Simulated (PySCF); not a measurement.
BBrH2O2, SMILES OB(O)Br. Geometry optimised at PBE0-D3(BJ)/def2-SVP. The values are those of a single conformer.

Give the equilibrium geometry at PBE0-D3(BJ)/def2-SVP (PySCF confirms it by a frequency run) as bond lengths and angles, and its point group. (The exact figures need the calculation; the answer reports its results.)

This is not unique; one that fits is point group Cs.
Atoms: B1 Br2 O3 H4 O5 H6. Bonded distances (Å): B1–Br2 1.937, B1–O3 1.345, B1–O5 1.353, O3–H4 0.965, O5–H6 0.962. Bond angles (°): Br2–B1–O3 117.8, Br2–B1–O5 120.7, O3–B1–O5 121.5, B1–O3–H4 111.6, B1–O5–H6 113.4.
Charge 0, spin multiplicity 1.
